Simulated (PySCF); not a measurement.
Species: C6H7FN (doublet state).
Atom-mapped SMILES: `[H]/[N:1]=[C:2]/[C@@H:3]1[C@@H:4]([F:5])[C:6]12[CH2:7][CH2:8]2` (hydrogens: H9 on N1; H10 on C3; H11 on C4; H12, H13 on C7; H14, H15 on C8)

Geometry (GFN2-xTB, Å), atoms numbered from 1 in this order:
```xyz
15
C6H7FN angstrom
N      2.989   -0.476   -0.629
C      1.764   -0.656   -0.695
C      0.791   -0.580    0.369
C     -0.507   -1.369    0.207
F     -1.014   -1.969    1.321
C     -0.526    0.091    0.109
C     -1.275    1.227    0.688
C     -1.060    1.126   -0.804
H      3.566   -0.566   -1.456
H      1.169   -0.511    1.390
H     -0.652   -2.002   -0.661
H     -2.263    1.036    1.082
H     -0.724    1.977    1.236
H     -1.903    0.873   -1.430
H     -0.360    1.806   -1.266
```

The hyperfine couplings belong to this conformer and change with its torsions.

Computed, not measured: PySCF 2.14.0, UKS B3LYP, pcH-1 on C F H N, non-relativistic, mean-field spin-orbit, GIAO. Geometry: GFN2-xTB, one conformer, isolated molecule. The geometry wasn't refined by DFT: couplings that depend on bond lengths, twists or pyramidal angles can differ widely from those at the functional's own minimum. No stability test was run, so a lower SCF solution isn't excluded.

(1) The isotropic 13C couplings are +231.0, +86.2, +9.9 MHz. Assign them to C2; C3; C4.

Answers

(1) 
| site | a_iso (MHz) | ρ(0) (bohr⁻³) | position | distance from C2 (Å) | spin population | largest \|T\| (MHz) |
| --- | --- | --- | --- | --- | --- | --- |
| C2 | +231.0 | +0.2055 | largest spin population | 0.00 | +0.71 | 114.8 |
| C3 | +86.2 | +0.0767 | 1 bond from C2 | 1.44 | -0.01 | 16.8 |
| C4 | +9.9 | +0.0088 | 2 bonds from C2 | 2.55 | 0.00 | 2.4 |

ρ(0) is the spin density at the nucleus and T the dipolar tensor. Largest spin populations (Mulliken): C2 (+0.71) and N1 (+0.18).
